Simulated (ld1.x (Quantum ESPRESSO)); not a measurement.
# Si: one change to a TM semilocal potential, before and after

* Element: silicon
* Generator: ld1.x (Quantum ESPRESSO) 7.5
* Type: norm-conserving Troullier–Martins (semilocal form)
* Functional: LDA (PZ)
* Relativity: scalar-relativistic
* Frozen core: [Ne]
* Valence charge: 4
* Reference configuration: 3s2 3p2
* Partial waves: 3p (bound): rc 1.40 bohr; 3s (bound): rc 1.65 bohr
* Local potential: the s channel
* Core correction: a·sin(br)/r model core, default radius (core density twice the valence density)

Change: all radii but the core radius scaled by about 1.36 (s 2.24, p 1.90 bohr).

Cutoffs: the cutoffs (Ry, on a coarse ladder) from which the occupation-weighted sum of valence levels, in a spherical-Bessel basis at the reference potential, stays within 10 and 1 mRy of its value at 400 Ry; they do not see the model core or the augmentation charge, which bear on the density cutoff. Errors are all-electron minus pseudo energies relative to the spin-unpolarised reference configuration.

Task: Predict the effect on cutoff, ghosts and configuration errors.

Result: The potential gets softer (45 Ry and 60 Ry → 12 Ry and 30 Ry); of the 9 tests that both files solve, the error grows in 7 and shrinks in 1 by more than 15 % and 0.3 meV (median size 3.1 → 8.4 meV); neither file shows a bound ghost. A larger radius leaves more room for a smooth pseudo-wave, so fewer plane waves are needed. A semilocal file is local in each channel, so a ghost entry of none says nothing of the separable form that plane-wave codes build from it.

| quantity | base | changed |
| --- | --- | --- |
| cutoff, loose | 45 Ry | 12 Ry |
| cutoff, tight | 60 Ry | 30 Ry |
| loose cutoff by channel (10 mRy a level) | p 40 Ry, s 12 Ry | p 6 Ry, s 10 Ry |
| bound ghosts | none | none |
| error for 3s2 3p1, meV [ΔE 7.83 eV] | +2.6 | +4.7 |
| error for 3s2 3p0, meV [ΔE 23.94 eV] | +12 | +39 |
| error for 3s1 3p0, meV [ΔE 58.09 eV] | +39 | +74 |
| error for 3s2 3p1.5, meV [ΔE 2.96 eV] | +0.5 | +0.7 |
| error for 3s0 3p4, meV [ΔE 13.78 eV] | +9.7 | -37 |
| error for 3s1 3p2, meV [ΔE 15.24 eV] | +8.9 | -5.4 |
| error for 3s1 3p3, meV [ΔE 6.81 eV] | +2.0 | -8.5 |
| error for 3s2 3p2 (spin-polarised), meV [ΔE -0.61 eV] | +2.4 | +8.4 |
| error for 3s2 3p1 (spin-polarised), meV [ΔE 7.62 eV] | +3.1 | +8.1 |
